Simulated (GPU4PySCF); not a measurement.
GPU4PySCF input for hexaazatrinaphthylene (C₂₄H₁₂N₆), SMILES n1c2ccccc2nc2c1c1nc3ccccc3nc1c1nc3ccccc3nc12, TDA-CAM-B3LYP/def2-SVPD. Coordinates come from a PBE0-D3(BJ)/def2-SVP optimisation.

```python
import numpy as np
import cupy as cp
from pyscf import gto, lo
from gpu4pyscf import dft

mol = gto.M(
    atom='''
    C     5.26221504   -2.88992073   -0.00000000
    C     5.79369560   -1.57341675   -0.00000000
    C     4.96258919   -0.48006728   -0.00000000
    C     3.55474292   -0.66261414    0.00000000
    N     2.74038542    0.40664342    0.00000000
    C     1.44272147    0.19190264   -0.00000000
    C     0.90512792   -1.13974353    0.00000000
    N     1.68999906   -2.19521624   -0.00000000
    C     3.01845530   -1.99102544   -0.00000000
    C     3.90497814   -3.09982288   -0.00000000
    C    -0.55516817   -1.34538476    0.00000000
    N    -1.01802918   -2.57656511    0.00000000
    C    -2.35121213   -2.74719061   -0.00000000
    C    -2.89704506   -4.05769467    0.00000000
    C    -4.25946668   -4.23077920    0.00000000
    C    -5.13385229   -3.11225154   -0.00000000
    C    -4.63701443   -1.83189883   -0.00000000
    C    -3.23350627   -1.61854625   -0.00000000
    N    -2.74611256   -0.36597401    0.00000000
    C    -1.43961081   -0.21399200   -0.00000001
    C    -0.88755330    1.15348213   -0.00000000
    N    -1.72235624    2.16992169   -0.00000000
    C    -1.20353079    3.40980475    0.00000000
    C    -2.06554414    4.53776195    0.00000000
    C    -1.53422892    5.80419595   -0.00000000
    C    -0.12836275    6.00217228    0.00000000
    C     0.73203629    4.93172171   -0.00000000
    C     0.21505096    3.60957170    0.00000000
    N     1.05611349    2.56119024    0.00000000
    C     0.53448290    1.35373554    0.00000000
    H     5.94581281   -3.74215961   -0.00000000
    H     6.87737330   -1.43463760    0.00000000
    H     5.34116886    0.54362008    0.00000000
    H     3.46674290   -4.09942693   -0.00000000
    H    -2.19979564   -4.89739795    0.00000000
    H    -4.68111926   -5.23866119    0.00000000
    H    -6.21371169   -3.27814514   -0.00000000
    H    -5.28357932   -0.95257397    0.00000000
    H    -3.14137322    4.35377788    0.00000000
    H    -2.19625405    6.67329880    0.00000001
    H     0.26789888    7.02030475    0.00000001
    H     1.81683640    5.05200089    0.00000000
    ''',
    basis='def2-SVPD',
    charge=0,
    spin=0,
    max_memory=12000,
    verbose=3,
)
mf = dft.RKS(mol, xc='cam-b3lyp').density_fit(auxbasis='def2-universal-jkfit')
mf.grids.atom_grid = (75, 302)
mf.conv_tol = 1e-9
mf.max_cycle = 100
mf.kernel()
td = mf.TDA()
td.singlet = True
td.nstates = 8
td.conv_tol = 1e-4
td.positive_eig_threshold = 1e-6
td.max_memory = 500
td.kernel(x0=td.init_guess(mf, 13))
tt = mf.TDA()
tt.singlet = False
tt.nstates = 4
tt.conv_tol = 1e-4
tt.positive_eig_threshold = 1e-6
tt.max_memory = 500
tt.kernel(x0=tt.init_guess(mf, 9))
nocc = mol.nelectron // 2
for name, t in (('singlet', td), ('triplet (TDA)', tt)):
    for e, f, (x, y) in zip(cp.asnumpy(t.e), t.oscillator_strength(), t.xy):
        w = 2 * cp.asnumpy(x)**2
        i, a = np.unravel_index(w.argmax(), w.shape)
        print(f'{name} {e * 27.211386245988:8.4f} eV  f = {f:.4f}  leading pair {i + 1} -> {nocc + a + 1} ({w[i, a]:.2f})')
```

Output:

```
converged SCF energy = -1248.82096605994
Overwritten attributes  positive_eig_threshold  of <class 'gpu4pyscf.tdscf.rks.TDA'>
Excitation energies (eV)
[3.4824468  3.48247647 3.56348263 3.92927816 3.92931979 3.96967189
 4.04067649 4.17682995]
Excitation energies (eV)
[2.66783525 2.83553959 2.83559746 2.89695832]
singlet   3.4824 eV  f = 0.0000  leading pair 95 -> 100 (0.59)
singlet   3.4825 eV  f = 0.0000  leading pair 96 -> 100 (0.59)
singlet   3.5635 eV  f = 0.0078  leading pair 94 -> 100 (0.58)
singlet   3.9293 eV  f = 0.2858  leading pair 99 -> 100 (0.82)
singlet   3.9293 eV  f = 0.2858  leading pair 98 -> 100 (0.82)
singlet   3.9697 eV  f = 0.0000  leading pair 97 -> 100 (0.40)
singlet   4.0407 eV  f = 0.0000  leading pair 99 -> 102 (0.43)
singlet   4.1768 eV  f = 0.0000  leading pair 96 -> 101 (0.37)
triplet (TDA)   2.6678 eV  f = 0.0000  leading pair 97 -> 100 (0.39)
triplet (TDA)   2.8355 eV  f = 0.0000  leading pair 99 -> 100 (0.58)
triplet (TDA)   2.8356 eV  f = 0.0000  leading pair 98 -> 100 (0.58)
triplet (TDA)   2.8970 eV  f = 0.0000  leading pair 95 -> 100 (0.51)
```

The calculation finished and met its thresholds.
